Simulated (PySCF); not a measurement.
H₄O₂Zr, SMILES [OH][ZrH2][OH], multiplicity 1.

Coordinates come from a r2SCAN-D4/def2-TZVP optimisation. The spin state was assumed, not searched. The structure was generated by enumeration; whether it is a known compound was not checked. The def2 effective core potentials stand for the cores of Zr; spin–orbit coupling is left out. One conformer was computed; it need not be the lowest.

Computed with r2SCAN/def2-TZVPD in PySCF.

Isolated molecule, no solvent.

- total energy: -200.02207 hartree
- point group: C2v
- highest occupied level: -6.68 eV
- lowest empty level: -2.07 eV
- orbital gap: 4.61 eV
- dipole moment: 3.25 D
- quadrupole, principal values (traceless, Buckingham form, about the centre of nuclear charge): -9.94, 3.04, 6.90 D·Å
- mean static polarisability: 57.6 bohr³ (8.53 Å³)
- polarisability, principal values: 56.5, 57.6, 58.6 bohr³
